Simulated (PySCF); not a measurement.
**Exact mass, isotope pattern and composition**

Species: Si(vinyl)3(NiPr2) (`C=C[Si](C=C)(C=C)N(C(C)C)C(C)C`).

Calculated from tabulated atomic weights, isotope masses and abundances; no fragmentation.

(1) Find the molar and monoisotopic masses of C12H23NSi.

(2) What cluster does the molecular ion M+• show when like nominal masses merge?

(3) What share of all molecules is the monoisotopic species?

(4) What is the composition by mass?

(5) Which m/z would the protonated, sodiated and deprotonated molecule have?

(6) What resolving power m/Δm just matches the spacing of the species with one 29Si and with one 13C?

## Answers

(1) For C12H23NSi, with standard atomic weights, 1 × 28.085 + 12 × 12.011 + 23 × 1.008 + 1 × 14.007 = 209.408 g/mol. From the most abundant isotopes (28Si, 12C, 1H, 14N), 1 × 27.976927 + 12 × 12.000000 + 23 × 1.007825 + 1 × 14.003074 = 209.1600 u.

(2) 
```csv
nominal mass,m/z (centroid),relative intensity
209,209.1594,100.0
210,210.1617,18.7
211,211.1588,4.9
212,212.1606,0.5
```

Cut off at 0.1 %. One electron mass, 0.00055 u, is taken off.

(3) 0.922297 × 0.9893^12 × 0.999885^23 × 0.99632 = 80.55 %.

(4) Si 13.41 %, C 68.83 %, H 11.07 %, N 6.69 %.

(5) [M+H]+ 210.1673, [M+Na]+ 232.1492, [M−H]− 208.1527, for the monoisotopic species (arithmetic only; whether such ions form is another matter).

(6) They lie 0.00379 u apart at mass 210.16, so m/Δm is about 55000.
